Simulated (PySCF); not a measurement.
# A survey of 15N NMR shifts

Theory: coordinates at the GFN2-xTB level, σ from GIAO-PBE0/pcSseg-1, in PySCF 2.14 (averaged over atoms made equivalent by symmetry, fast rotation or ring inversion, no solvent, no relativistic terms, a single conformation).

Shieldings were converted by a linear fit to measured shifts: 15N (scatter 6.3 ppm rms vs CH3NO2, solution or neat liquid). A few per cent of atoms miss by over 2 rms, more outside the fitted compound classes.

(1) Give the 15N shifts of `C/C=C\C=C\C#CCN`, `FC(F)[C@@H]1CN1`, `N#CCC1C[SiH2]C1`, `NC(=S)C#CC(=O)O`.

(2) Order these by 15N shift, lowest first.
A. NO
B. N#CC[C@@H]1CC[SiH2]1
C. CC1=CC[C@@H](C)[C@H]1N[SiH3]

Answers

(1) 
```tsv
compound	environment	δ (ppm)
C/C=C\C=C\C#CCN	amine nitrogen	-351.1
FC(F)[C@@H]1CN1	amine nitrogen	-369.8
N#CCC1C[SiH2]C1	nitrile nitrogen	-120.1
NC(=S)C#CC(=O)O	thioamide-type nitrogen	-251.7
```

(2) C (-364.5 ppm, nitrogen bonded to C, Si, H), A (-270.6 ppm, nitrogen bonded to O or N), B (-121.6 ppm, nitrile nitrogen).
